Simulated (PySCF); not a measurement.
borazine (B₃H₆N₃), SMILES B1NBNBN1.

Geometry optimised at B3LYP-D3(BJ)/def2-SVP.

Two levels are set side by side: PBE/def2-TZVP (PySCF) and M06-2X/def2-TZVP (PySCF). Same geometry, gas phase. Differences are taken from unrounded values.

| quantity | M06-2X | PBE | PBE minus M06-2X |
|---|---|---|---|
| orbital gap (eV) | 10.64 | 6.24 | -4.39 |
| highest occupied level (eV) | -9.44 | -6.90 | 2.54 |
| lowest empty level (eV) | 1.20 | -0.65 | -1.85 |
| mean polarisability (bohr³) | 58.8 | 62.5 | 3.7 |

Without exact exchange PBE keeps part of each electron's self-repulsion, which lifts occupied levels and narrows the gap. PBE's more diffuse valence density responds more strongly to a field. Differences between two approximate levels are no errors against the true value.

Rough cost on one machine, each run with all the roots and properties that it gave: M06-2X against PBE about 4 times.
